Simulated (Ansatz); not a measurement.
One change: `CN[SiH](F)OC` becomes `CO[SiH2]F`.

Ansatz, PBE0-D4/def2-TZVP geometries, multiplicity 1. Each molecule was computed in one conformer, which needn't be the lowest.

```csv
property,`CN[SiH](F)OC`
zero-point energy (PBE0-D4/def2-TZVP) / kJ/mol,287.6
LUMO energy (ωB97M-V/def2-TZVPP) / eV,2.51
HOMO energy (PBE0/def2-TZVPP) / eV,-7.16
HOMO–LUMO gap (PBE/def2-TZVPP) / eV,5.92
"ideal-gas entropy at 298 K and 1 bar (rigid rotor, harmonic PBE0-D4/def2-TZVP) / J/(mol·K)",391
LUMO energy (B3LYP/def2-TZVPP) / eV,0.72
```

Question: Give the same properties after the change, and the shifts. (Estimate.)

Answer: Ansatz gave: 
```tsv
property	`CO[SiH2]F`	shift
zero-point energy (PBE0-D4/def2-TZVP) / kJ/mol	164.9	-122.7
LUMO energy (ωB97M-V/def2-TZVPP) / eV	2.43	-0.08
HOMO energy (PBE0/def2-TZVPP) / eV	-8.79	-1.63
HOMO–LUMO gap (PBE/def2-TZVPP) / eV	7.14	1.22
ideal-gas entropy at 298 K and 1 bar (rigid rotor, harmonic PBE0-D4/def2-TZVP) / J/(mol·K)	319	-72
LUMO energy (B3LYP/def2-TZVPP) / eV	0.55	-0.17
```

With PBE0 the HOMO falls by 1.63 eV and the LUMO falls by 0.21 eV, so the gap widens by about 1.42 eV. PBE moves the HOMO by -1.48 eV and ωB97M-V by -1.66 eV. The zero-point energy changes by -122.7 kJ/mol with -15 modes.

B3LYP here is the variant with VWN-RPA as its local correlation; programs differ in this.
